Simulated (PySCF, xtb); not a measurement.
Mo(F)2(OH)4 (F2H4MoO4), SMILES [OH][Mo]([OH])([OH])([OH])([F])[F], multiplicity 1. Other conformers were not sampled.

Harmonic wavenumbers (cm⁻¹) from GFN2-xTB in xtb at its own minimum, in rising order: 167, 170, 188, 225, 239, 257, 296, 326, 327, 333, 372, 411, 418, 419, 423, 432, 447, 451, 466, 580, 649, 651, 667, 3612, 3623, 3639, 3641.

### Question
What does PySCF 2.14.0 with PBE-D3(BJ)/def2-SVP give at its own minimum? (An estimate is asked for; the answer gives what the named calculation found.)

### Answer
55, 106, 149, 170, 240, 242, 276, 333, 334, 380, 387, 516, 521, 549, 569, 593, 630, 661, 663, 713, 742, 757, 795, 3680, 3681, 3718, 3723. Paired by order, the mean absolute difference is 88 cm⁻¹ and the zero-point energies are 33.5 and 36.0 kcal/mol.
